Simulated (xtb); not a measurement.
C2H8AsGa, triplet, at a GFN2-xTB geometry (such geometries of metal compounds can be far from the true shape) (a higher spin typed on purpose: for a closed-shell molecule this is an excited state), atoms displaced at random by about 0.05 Å a coordinate. Base run: GFN1-xTB in xtb 6.7.1.

Input for xtb:
```
$ xtb mol.xyz --gfn 1 --uhf 2 --opt --json

# file mol.xyz
12

Ga     0.10328016    -1.20498250    -0.15146146
C      2.04984947    -0.85600580    -0.71555281
H      2.72951488    -1.79198359    -0.74801541
H      2.47601615    -0.16174037    -0.01417248
H      2.13222016    -0.38099646    -1.57848250
C     -0.42183590    -1.10541545     2.06141653
H     -0.26587692    -2.15547921     2.52597296
H     -1.48555823    -0.70500507     2.10890608
H      0.23043249    -0.39355572     2.44494864
As    -0.51561005     1.66001535    -0.16685609
H     -1.89105015     1.25072684    -0.21170106
H     -0.44881174     1.41150094    -1.71775049
```

Variants of this job, named by their change:

```json
[
 {"change": "base", "ΔE vs base (kJ/mol)": "0.00", "optimiser steps": "16"},
 {"change": "engine = lbfgs", "ΔE vs base (kJ/mol)": "-0.03", "optimiser steps": "-"},
 {"change": "opt level = loose", "ΔE vs base (kJ/mol)": "0.11", "optimiser steps": "11"},
 {"change": "opt level = tight", "ΔE vs base (kJ/mol)": "-0.05", "optimiser steps": "23"},
 {"change": "opt level = vtight", "ΔE vs base (kJ/mol)": "-0.07", "optimiser steps": "37"},
 {"change": "opt level = lax", "ΔE vs base (kJ/mol)": "0.08", "optimiser steps": "12"},
 {"change": "opt level = extreme", "ΔE vs base (kJ/mol)": "-0.07", "optimiser steps": "38"},
 {"change": "opt level = sloppy", "ΔE vs base (kJ/mol)": "0.34", "optimiser steps": "9"},
 {"change": "engine = inertial", "ΔE vs base (kJ/mol)": "0.36", "optimiser steps": "-"},
 {"change": "alpb = water", "ΔE vs base (kJ/mol)": "-6.49", "optimiser steps": "13"}
]
```
